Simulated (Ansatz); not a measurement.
Breaking the Ge1–H2 bond in BrGeH (SMILES [GeH][Br]) (multiplicity 1 held, fragments rigid). Energies count from the point at 1.603 Å.
Geometry at that point (charge 0, multiplicity 1):
```xyz
3

Ge    -0.686    -0.579     0.822
H     -1.723    -1.073    -0.296
Br     0.676     0.560    -0.743
```

Signs of static correlation in cc-pVTZ, with CASSCF(2,2), from Ansatz (an electronic-structure program) runs.

| R (Å) | T1 of restricted CCSD | ⟨S²⟩ of UHF | largest double amplitude of restricted CCSD | weight of the CASSCF reference in MRCISD | CASSCF natural occupations |
|---|---|---|---|---|---|
| 1.283 | 0.015 | 0.193 | 0.075 | 0.895 | 1.99 0.01 |
| 1.443 | 0.015 | 0.124 | 0.069 | 0.895 | 1.98 0.02 |
| 1.603 | 0.015 | 0.057 | 0.063 | 0.895 | 1.97 0.03 |
| 1.764 | 0.016 | 0.000 | 0.055 | 0.894 | 1.96 0.04 |
| 1.924 | 0.017 | 0.000 | 0.069 | 0.894 | 1.94 0.06 |
| 2.164 | 0.019 | 0.125 | 0.116 | 0.894 | 1.90 0.10 |
| 2.405 | 0.024 | 0.548 | ___ | 0.894 | 1.84 0.16 |
| 2.806 | 0.040 | 0.849 | 0.313 | 0.894 | 1.70 0.30 |
| 3.207 | ___ | 0.955 | 0.460 | 0.894 | 1.50 0.50 |
| 3.687 | 0.091 | 0.997 | 0.656 | 0.895 | 1.30 0.70 |
| 4.329 | 0.116 | 1.012 | 0.868 | 0.895 | 1.14 0.86 |
| 5.130 | 0.126 | 1.015 | 1.001 | 0.895 | 1.05 0.95 |

Question: Fill in the missing entries.

Answer: 
- 2.405, largest double amplitude of restricted CCSD: 0.192
- 3.207, T1 of restricted CCSD: 0.062

Doubts at one or more of the structures used: a restricted determinant that unrestricted orbitals would lower (R-CCSD(T)/cc-pVTZ); other coupled-cluster roots lie near (R-CCSD(T)/cc-pVTZ); T1 above 0.05 (R-CCSD(T)/cc-pVTZ, U-CCSD(T)/cc-pVTZ); a spin-contaminated determinant (U-CCSD(T)/cc-pVTZ).
